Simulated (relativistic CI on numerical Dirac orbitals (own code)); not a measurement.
## Mn3+ in a cubic cluster: L2,3 absorption with charge transfer

Computed with a charge-transfer multiplet model of a cubic metal-ligand cluster with up to one ligand hole, Slater and spin-orbit integrals from Dirac-Coulomb-Breit ions, Slater integrals scaled by 0.8. The parameters are those of a tetrahedral site (10Dq negative, t2 hopping the larger). The ground state mixes d4 with configurations of k ligand holes L, whose averages lie at kΔ + k(k − 1)U_dd/2; a core hole lowers each added d electron by U_cd. 20 K, Lorentzian 0.4 eV and Gaussian 0.3 eV FWHM.

Atomic integrals in eV (Slater integrals scaled, ζ unscaled), ground: F2dd 9.084, F4dd 5.682, zeta_d 0.043; with the core hole: F2dd 9.718, F4dd 6.082, zeta_d 0.060, zeta_core 6.788, F2cd 5.619, G1cd 4.209, G3cd 2.391.

Cluster parameters (eV): Δ = 4.4, U_dd = 7, 10Dq = -0.5, 10Dq(ligand) = 0, V(eg) = 0.88, V(t2g) = -1.49, final-state hopping factor = 0.9.

Weights, n_d and S are thermal averages at 20 K. Photon energies count from the first peak over 30 % of the highest in each spectrum, which can be another peak from case to case. The parameters are a model scan and need not match a compound or its usual spin state. Peaks in eV (height, largest 100): -2.1 (10), 0.0 (100), 2.7 (29), 6.4 (6), 7.3 (9), 8.5 (15), 9.6 (14), 10.5 (18), 10.8 (18), 12.0 (24).

(1) Which parameters give this spectrum?
A. U_cd = 10.2 eV
B. U_cd = 7.8 eV
C. U_cd = 9 eV

Results:

(1) A. U_cd = 10.2 eV; the ground state then has 4.23 d electrons and S = 2.00. The choice follows from running the model for each set and comparing peak positions and heights. The space is cut while the next configuration still counts.
